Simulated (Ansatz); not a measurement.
A single point on `BSC(=N)[SiH3]`.

```yaml
crystal:
  periodic: [false, false, false]
  atoms:
    - {symbol: B, position_ang: [-1.792406, 1.084669, 0.237166]}
    - {symbol: S, position_ang: [-1.273088, -0.305548, 1.182043]}
    - {symbol: C, position_ang: [0.328275, -0.815082, 0.539776]}
    - {symbol: N, position_ang: [0.930615, -1.802651, 1.049920]}
    - {symbol: Si, position_ang: [1.188346, 0.074693, -0.905041]}
    - {symbol: H, position_ang: [-2.846369, 1.550260, 0.537719]}
    - {symbol: H, position_ang: [-1.128453, 1.528298, -0.645553]}
    - {symbol: H, position_ang: [0.414965, -2.235552, 1.821098]}
    - {symbol: H, position_ang: [1.441476, 1.493417, -0.551506]}
    - {symbol: H, position_ang: [2.463746, -0.642127, -1.125150]}
    - {symbol: H, position_ang: [0.338392, 0.012524, -2.119774]}
basis:
  gaussian: {orbitals: def2-QZVPP}
correlation: {method: mp2}
```

```sh
$ ansatz run in.yaml --threads 4 --pin off --events-out ev --progress --plain --max-ram 10444MiB
```

It prints (some lines left out):

```
Functional definition: HF
2919 factors; integrals over basis functions are off by at most 8.1e-4 eV
mean field evaluation 1: about -21956.4857 eV, gradient 3.5e1 eV
mean field evaluation 2: about -21956.6843 eV, gradient 3.5e1 eV
mean field evaluation 4: about -21960.4157 eV, gradient 5.0e0 eV
mean field evaluation 8: about -21960.5471 eV, gradient 5.5e-1 eV
mean field evaluation 16: about -21960.5501 eV, gradient 1.6e-6 eV
mean field -21960.55013502 eV, -807.0353320666 hartree, gradient 1.6e-6 eV, S^2 0.000000; 0 other end points of the search recorded, 0 dependent functions left out
13 core orbitals not correlated: weight in the atoms' cores, before any rotation towards them, 1.000 or more for the frozen orbitals, at most 0.000 for the correlated occupied ones
reference -21960.55013502 eV, -807.0353320666 hartree; 14, 14 occupied and 464, 464 virtual orbitals, 2919 factors
second order -22.29793070 eV of doubles, -0.00000000 eV of singles
Total energy: -21982.84806572 eV, -807.8547659058 hartree
```

It took 39 s on 4 threads of an Intel Xeon Platinum 8488C on a shared host, with 3.1 GiB of host memory at the peak.
